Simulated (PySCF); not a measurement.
Delta-SCF ions had no search for a lower state. Excitations are Tamm–Dancoff values on a coarser integration grid. The basis has no diffuse functions, so Rydberg states are missing or too high.

# CH₆B₂O, SMILES `CBBO` (C–B–B–O torsion -95°, B–B–O–H torsion 0°) (charge 0, multiplicity 1)

Method: M06-2X/def2-TZVP // B3LYP-D3(BJ)/def2-TZVP run with PySCF.

HOMO: -8.77 eV
dipole moment: 1.83 D
HOMO–LUMO gap: 8.17 eV
LUMO: -0.59 eV
S1 excitation (TDA): 4.37 eV
S1 oscillator strength: 0.004
T1 excitation (TDA): 3.78 eV
S1–T1 gap (TDA): 0.60 eV
vertical ionisation energy (Delta-SCF): 10.02 eV
total energy: -166.6422 Ha
cost: about 10 core-minutes (a rough figure)

```xyz
10

C     -1.4798     0.1661    -0.0940
B     -0.1401    -0.5770     0.2229
B      1.3509     0.1825     0.3626
O      2.3029     0.3354    -0.6023
H     -1.9740     0.2960     0.8823
H     -2.1778    -0.4340    -0.6836
H     -1.3880     1.1595    -0.5355
H     -0.2292    -1.7474     0.4810
H      1.6583     0.6687     1.4217
H      2.0769    -0.0499    -1.4551
```
